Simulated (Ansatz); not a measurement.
Input and output for C$_{2}$H$_{7}$InS$_{2}$, SMILES `C[CH2][In]([SH])[SH]`.

```yaml
crystal:
  periodic: [false, false, false]
  atoms:
    - {symbol: C, position_ang: [0.464290, -1.038082, 1.440958]}
    - {symbol: C, position_ang: [0.700209, 0.365866, 0.906435]}
    - {symbol: In, position_ang: [-0.288857, 0.754161, -0.966368]}
    - {symbol: S, position_ang: [-1.618693, -0.907934, -2.064525]}
    - {symbol: S, position_ang: [-0.198143, 2.820451, -2.160319]}
    - {symbol: H, position_ang: [-0.595967, -1.234543, 1.619354]}
    - {symbol: H, position_ang: [0.984719, -1.191957, 2.391631]}
    - {symbol: H, position_ang: [0.824245, -1.804378, 0.749728]}
    - {symbol: H, position_ang: [1.763270, 0.560038, 0.743044]}
    - {symbol: H, position_ang: [0.348931, 1.126904, 1.607792]}
    - {symbol: H, position_ang: [-1.401758, -1.829080, -1.110213]}
    - {symbol: H, position_ang: [-0.982245, 2.378554, -3.157518]}
basis:
  gaussian: {orbitals: def2-TZVPP}
hamiltonian: {xc: {name: BLYP}, dispersion: d3bjatm}
```

```sh
$ ansatz run in.yaml --threads 4 --pin off --events-out ev --progress --plain --max-ram 10444MiB
```

Shortened log:

```
Functional definition: BLYP
1729 factors; their error is unknown
mean field evaluation 1: about -29015.8771 eV, gradient 8.5e1 eV
mean field evaluation 2: about -28915.3227 eV, gradient 1.7e2 eV
mean field evaluation 4: about -29032.6150 eV, gradient 2.0e1 eV
mean field evaluation 8: about -29033.6812 eV, gradient 2.6e-1 eV
mean field evaluation 16: about -29033.6550 eV, gradient 5.4e-3 eV
mean field -29033.65498825 eV, -1066.9671411000 hartree, gradient 6.5e-5 eV, S^2 0.000000; 0 other end points of the search recorded, 0 dependent functions left out
reference -29033.65542510 eV, -1066.9671571540 hartree; 36, 36 occupied and 258, 258 virtual orbitals, 1729 factors
Total energy: -29034.31642949 eV, -1066.9914486172 hartree
```

Run time 2.7 s (4 threads of an Intel Xeon Platinum 8375C on a shared host); peak host memory 0.48 GiB.
